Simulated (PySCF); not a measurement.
**Computed structure and properties of [CeN(H2O)2]+**

System: [CeN(H2O)2]+ (singlet); start: displaced along the imaginary mode (Cs). Method: PySCF 2.14.0, RKS TPSS, Ce lcecp-2-SVP with ECP46, N def2-SVP, O def2-SVP, H def2-SVP; non-relativistic Hamiltonian with scalar-relativistic core potentials where named; density fitting; no spin-orbit coupling.

Input of the relaxation:

```python
mol = gto.M(atom='''
Ce    -0.07820     0.00000    -0.00349
N      1.73255    -0.00004     0.03240
O     -0.39846     2.53202     0.00808
H      0.10074     3.05671     0.71441
H     -0.38448     3.10327    -0.82570
O     -0.39857    -2.53201     0.00808
H      0.10062    -3.05672     0.71441
H     -0.38462    -3.10326    -0.82570''',
    basis={'Ce': 'lcecp-2-SVP', 'N': 'def2-SVP', 'O': 'def2-SVP', 'H': 'def2-SVP'},
    ecp={'Ce': 'lcecp-2-SVP'},
    charge=1, spin=0)
mf = dft.RKS(mol, xc='TPSS')
mf.grids.atom_grid = (50, 194)  # f atoms: unpruned, at least (60, 302)
mf = mf.density_fit()  # fitting sets: Ce AutoAux, N def2-universal-JKFIT, O def2-universal-JKFIT, H def2-universal-JKFIT
mf.conv_tol = 1e-08; mf.max_cycle = 55
mf.kernel(dm0)  # dm0: converged density of the start geometry
# quasi-Newton relaxation in Cartesian coordinates to a largest gradient under 0.00045 Eh/bohr, steps kept in the point group
```

Run from Python with OMP_NUM_THREADS=2; the lines above give its settings. Where DIIS fails, smearing, a level shift and second-order steps follow.
It took 2.9 min on 2 threads of Arm Neoverse V2, with other jobs on the host, from the converged density of the start.

Course of the relaxation:

```
step  energy above end (eV)  largest force component within the symmetry (eV/Å)
   0                 0.5486                                               1.282
   1                 0.4217                                               0.167
   2                 0.3566                                               0.923
   3                 0.3300                                               1.259
   4                 0.2837                                               0.940
   5                 0.2036                                               0.668
   6                 0.1292                                               0.883
   7                 0.0923                                               0.848
  26                 0.0008                                               0.045
  27                 0.0006                                               0.030
  28                 0.0005                                               0.029
  29                 0.0003                                               0.016
  30                 0.0001                                               0.022
  31                 0.0000                                               0.011
```
(The steps between are left out.)

Relaxed geometry (Cs):

```xyz
8

Ce    0.4117    0.0000   -0.7421
N     1.6345    0.0000    0.6046
O    -0.2417    2.2855   -0.1568
H     0.2328    2.6697    0.6094
H    -0.8693    2.9658   -0.4726
O    -0.2418   -2.2855   -0.1568
H     0.2326   -2.6697    0.6094
H    -0.8694   -2.9658   -0.4726
```

| contact | Å |
| --- | --- |
| Ce1–N2 (N) | 1.819 |
| Ce1–O3 (H2O) | 2.448 |
| Ce1–O6 (H2O) | 2.448 |

On the finer grid (75, 302):

```
HOMO                                                          : not given (4f levels lie in the core)
LUMO                                                          : not given (4f levels lie in the core)
Dipole about the centre of mass                               : 5.96 D
Set of Mulliken populations of Ce1 outside the core potential : s 2.12, p 6.14, d 2.77, f 0.10
D3(BJ) dispersion energy (not in the energies)                : -0.168 eV
```

| atom | Mulliken (e) | Löwdin (e) | spin (e) |
| --- | --- | --- | --- |
| Ce1 | 0.86 | 0.81 | 0.00 |
| N2 | -0.29 | -0.38 | 0.00 |
| O3 | -0.30 | -0.02 | 0.00 |
| H4 | 0.27 | 0.16 | 0.00 |
| H5 | 0.24 | 0.15 | 0.00 |
| O6 | -0.30 | -0.02 | 0.00 |
| H7 | 0.27 | 0.16 | 0.00 |
| H8 | 0.24 | 0.15 | 0.00 |

The large-core potential holds the 4f shell empty.

No frequency check is given here. The steps kept the symmetry Cs of the start, so a lower state may lie off it.

Rigid scan of N along the line from its metal, all other atoms held (where the atom bridges, its other bond changes as well):

(distance to N2 (Å), energy (eV)): (1.52, 3.175), (1.62, 1.181), (1.72, 0.250), (1.82, 0.000), (1.92, 0.184), (2.02, 0.635), (2.12, 1.244), (2.27, 2.301)

Taking off one H2O (charge 0, singlet; the rest: singlet) in vacuum, both parts rigid, costs 1.72 eV; the small basis without counterpoise inflates it.

Rigid scan of H2O along the line from its metal, all other atoms held (where the atom bridges, its other bond changes as well):

```csv
distance to O3 (Å),energy (eV)
2.15,0.458
2.25,0.172
2.35,0.036
2.45,0.000
2.55,0.027
2.65,0.092
2.85,0.272
3.15,0.555
3.55,0.857
4.05,1.120
```

One start shape was tried, so this needn't be the lowest isomer.
